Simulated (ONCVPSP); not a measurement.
sulfur, ONCV: configuration errors across variants

S (Z = 16), optimised norm-conserving Vanderbilt (ONCV), made with ONCVPSP 4.0.1 (PBE, scalar-relativistic). Core [He], reference 2s2 2p6 3s2 3p3.75 (charge +0.25). Waves: 2s+3s: rc 0.65 bohr, ncon 5, nbas 10, qcut 21.1 1/bohr, 2 projectors; 2p+3p: rc 0.65 bohr, ncon 3, nbas 6, qcut 18.2 1/bohr, 3 projectors, debl 1.2 Ha; d scattering state at 0.11 Ha: rc 0.60 bohr, ncon 5, nbas 9, qcut 18.2 1/bohr, 3 projectors, debl 3.4 Ha. Local part: polynomial inside 0.45 bohr (lpopt 5, dvloc0 1 Ha). Core correction: none.

All-electron excitation energies from the reference (eV): (1) 2s2 2p6 3s2 3p4 -2.036; (2) 2s2 2p6 3s2 3p3 9.732; (3) 2s2 2p6 3s2 3p2 32.016; (4) 2s2 2p6 3s1 3p5 8.274.

A true bound ghost makes a file unfit for plane-wave use even where its test errors are small: the radial tests pick states by their node count and pass the ghost by.

Errors AE − PS in meV (a dash: test not solved or not reliable):

```
      change   (1)   (2)   (3)   (4)  bound ghosts  GHOST(+) flags above zero
        base  -0.1  +0.6  +2.5  +0.7             d                          p
s: qcut 16.5  -0.1  +0.6  +2.6  +0.8             d                          p
s: qcut 19.1  -0.1  +0.6  +2.5  +0.7             d                          p
s: qcut 21.9  -0.1  +0.6  +2.5  +0.6             d                          p
s: qcut 25.3  -0.1  +0.6  +2.4  +0.6             d                          p
s: qcut 28.4  -0.1  +0.5  +2.3  +0.8             d                          p
s: qcut 31.1  -0.1  +0.5  +2.1  +1.3          s, d                          p
```

Question: Give the same row for: s: qcut 12.4.

Answer: -0.1, +0.6, +2.8, +0.9; bound ghosts: d; GHOST(+) flags above zero: p.
